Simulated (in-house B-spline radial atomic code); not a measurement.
Values are calculated unless marked as measured or tabulated.
## Two electrons in InAs: a Gaussian well −V exp(−r²/w²) with V = 55.9 meV and w = 373 nm

For InAs the NSM archive of the Ioffe Institute lists m* = 0.023 m0 and ε = 15.15. In so narrow a gap the band flattens within tens of meV, so real spacings are smaller, by up to some tenths.

Effective-mass model with parabolic bands, a uniform dielectric constant, no image charges, no central-cell or spin-orbit terms. Two-electron levels come from full CI in B-splines with partial waves to l = 5 (up to 0.001 effective hartree above the limit).

**Question.** What are the effective units, and what is the potential in them?

**Answer.** Ha* = 27211.386 meV × 0.023/15.15² = 2.727 meV and a* = 0.0529177 nm × 15.15/0.023 = 34.86 nm. V = 20.5 Ha* and w = 10.7 a*.

In these units the lowest s and p orbitals lie at -19.610574 and -19.023114, and their Coulomb and exchange integrals are J_ss = 0.611938, J_sp = 0.508691 and K_sp = 0.1014. Full CI gives -38.674424 for the ground singlet, -38.243118 for the sp triplet, -38.088513 for the sp singlet and -37.667432 for the lowest triplet of two s orbitals.

**Question.** What does it cost to add the second electron, to first order and exactly?

**Answer.** To first order E = 2ε_s + J_ss = -38.609210, so the charging energy E(2) − 2E(1) is J_ss = 1.669 meV. CI gives -38.674424 − 2 × (-19.610574) = 0.546724, or 1.491 meV: relaxation and correlation lower it by 0.1778 meV, 10.7 % of J_ss. The s² configuration of one-electron orbitals holds 95.8 % of the state, and the mean radius is 55.8 nm. The second electron is bound by ε_s − E = 51.98 meV, against 53.47 meV for the first.

**Question.** How far above the singlet do the triplets lie?

**Answer.** To first order the sp triplet lies at ε_s + ε_p + J_sp − K_sp = -38.226444, which is 1.044 meV above 2ε_s + J_ss. CI gives -38.243118 − (-38.674424) = 0.431306, or 1.176 meV, 73 % of the orbital spacing of 1.602 meV. The ss triplet lies 2.746 meV up, so the lower of the two is the sp one, and its gap equals k_BT at 13.6 K. The sp singlet-triplet splitting is 0.4216 meV, against 2K_sp = 0.5533 meV.
